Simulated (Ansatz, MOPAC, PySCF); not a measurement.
Ligand exchange on a metal centre used in film growth or etching (Sc Cl-OH). Isolated molecules, 0 K electronic values unless said otherwise. One relaxed conformer stands for each flexible species; it need not be the lowest.

Quantity: redistribution energy (mixed species minus the weighted end members), in kJ/mol. Semi-empirical values (MOPAC) are differences of heats of formation.

Level 1: frozen-core MP2/def2-TZVPP // r2SCAN-D4/def2-SVP (Ansatz, an electronic-structure program)
Level 2: B3LYP/6-311+G** (LANL2DZ on Sc) // r2SCAN-D4/def2-SVP (PySCF)
Level 3: PBE/6-31G* (LANL2DZ on Sc) // r2SCAN-D4/def2-SVP (PySCF)
Level 4: PM6 // r2SCAN-D4/def2-SVP (MOPAC)

```csv
species,level 2,level 3,level 4
2 of 3 Cl replaced by OH: [Sc(Cl)(OH)2],-16.09,-15.43,-23.83
1 of 3 Cl replaced by OH: [Sc(Cl)2(OH)],-13.90,-14.76,-22.98
```

Question: What does level 1 give for each?

Answer: 
- 2 of 3 Cl replaced by OH: [Sc(Cl)(OH)2]: -14.38
- 1 of 3 Cl replaced by OH: [Sc(Cl)2(OH)]: -13.23
